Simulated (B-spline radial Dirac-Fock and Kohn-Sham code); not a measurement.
## Radiative decay of the 2s hole in Cr³⁺

System: the Cr³⁺ ion, 1s2 2s2 2p6 3s2 3p6 3d1 4s2 (an excited configuration).

Calculated with a radial finite-basis atomic code, using one-electron (LDA, Dirac) transition rates at Dirac-Fock energies.

```csv
line,multipole,energy (eV),width (meV),share (%)
L1-L2,E1,115.0,0.0247,1.11
L1-L3,E1,123.4,0.0620,2.78
L1-M2,E1,665.6,0.740,33.2
L1-M3,E1,666.7,1.40,62.9
```

The listed lines hold 100.0 % of the radiative rate. The radiative width is 0.00223 eV in the length form and 0.00216 eV in the velocity form; the two differ because the transition energies are not eigenvalue differences of the potential that gave the orbitals.
